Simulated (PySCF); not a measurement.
C8H4N2OS2, SMILES c1nnc(-c2cc3sccc3s2)o1. Atoms are numbered in the order given.

```xyz
17

C      0.3269     4.1639     0.0000
N     -0.9603     4.1440     0.0000
N     -1.3309     2.8252     0.0000
C     -0.2306     2.1340     0.0000
C     -0.0764     0.7028     0.0000
C     -1.1042    -0.2143     0.0000
C     -0.5982    -1.5342     0.0000
S     -1.2934    -3.1164     0.0000
C      0.2776    -3.8416     0.0000
C      1.3035    -2.9342     0.0000
C      0.7982    -1.6063     0.0000
S      1.5052    -0.0330     0.0000
O      0.8633     2.9274     0.0000
H      0.9969     5.0200     0.0000
H     -2.1522     0.0835     0.0000
H      0.3607    -4.9280     0.0000
H      2.3575    -3.2103     0.0000
```

Coordinates come from a PBE0-D3(BJ)/def2-SVP optimisation. The structure was generated by enumeration, and PubChem lists no compound with its InChIKey, so it may never have been made. Other conformers were not sampled.

These are SMD-ωB97X/6-31G* run with PySCF values and carry that method's errors.

Solvation free energies are E(SMD) − E(gas) at the gas-phase geometry, for 1 M in both phases. In vacuum the dipole moment is 3.80 D.

Q: Rank water, ethylethanoate, chlorobenzene by solvation free energy, most negative first.

A: chlorobenzene (-9.6 kcal/mol), ethylethanoate (-8.9 kcal/mol), water (-7.7 kcal/mol)
